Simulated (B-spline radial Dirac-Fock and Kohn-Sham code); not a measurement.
## Scattering functions of W⁴⁺

System: tungsten as W⁴⁺, configuration [Xe] 4f14 5d2, inside a Watson sphere of charge -4 and radius 2.7 Å (a model of the Madelung potential; inside it an electron's potential energy is raised by 21.3 eV).

Input file task.json (cfg lists n, l and occupation; rrms is the nuclear radius in fm):

```json
{"items": [{
  "Z": 74,
  "q": 4,
  "cfg": [[1, 0, 2], [2, 0, 2], [2, 1, 6], [3, 0, 2], [3, 1, 6], [3, 2, 10], [4, 0, 2], [4, 1, 6], [4, 2, 10], [4, 3, 14], [5, 0, 2], [5, 1, 6], [5, 2, 2]],
  "A": 184,
  "rrms": 5.3658,
  "watson": [-4, 2.7],
  "do": ["scatter"],
  "s": [0.0, 0.07, 0.09, 0.11, 0.14, 0.17, 0.21, 0.26, 0.32, 0.4, 0.5, 0.62, 0.77, 0.96, 1.19, 1.48, 1.84, 2.29, 2.84, 3.53, 4.38, 5.45, 6.77],
  "pz": [0, 0.1, 0.2, 0.3, 0.4, 0.5, 0.6, 0.8, 1.0, 1.2, 1.4, 1.6, 1.8, 2.0, 2.5, 3.0, 4.0, 5.0, 7.0, 10.0, 15.0, 20.0, 30.0, 40.0, 60.0, 100.0],
  "hv_scatter": [5000, 10000, 17479.3, 20000, 30000, 200000, 500000, 1000000]
}]}
```

Command: `python xray_run.py task.json out`

These are calculated numbers from a radial B-spline solver; the model is relativistic Hartree-Fock (Dirac-Fock) wave functions, averaged over the configuration. f₀ is the Fourier transform of the spherical electron density, S the Waller-Hartree incoherent function, and s = sin θ/λ.

| s (Å⁻¹) | f₀ | S |
| --- | --- | --- |
| 0 | 70.000 | 0.000 |
| 0.07 | 68.903 | 1.110 |
| 0.09 | 68.215 | 1.774 |
| 0.11 | 67.384 | 2.543 |
| 0.14 | 65.907 | 3.836 |
| 0.17 | 64.210 | 5.222 |
| 0.21 | 61.709 | 7.109 |
| 0.26 | 58.387 | 9.428 |
| 0.32 | 54.372 | 12.092 |
| 0.4 | 49.314 | 15.441 |
| 0.5 | 43.732 | 19.266 |
| 0.62 | 38.098 | 23.235 |
| 0.77 | 32.332 | 27.392 |
| 0.96 | 26.584 | 31.900 |
| 1.19 | 21.588 | 36.631 |
| 1.48 | 17.676 | 41.770 |
| 1.84 | 14.843 | 46.960 |
| 2.29 | 12.225 | 51.598 |
| 2.84 | 9.389 | 55.381 |
| 3.53 | 6.837 | 58.641 |
| 4.38 | 5.252 | 61.451 |
| 5.45 | 4.293 | 63.861 |
| 6.77 | 3.353 | 65.787 |

f₀ starts at the number of electrons, 70, and has fallen to half at s ≈ 0.70 Å⁻¹. The sum of ⟨r²⟩ over the electrons is 31.12 bohr².
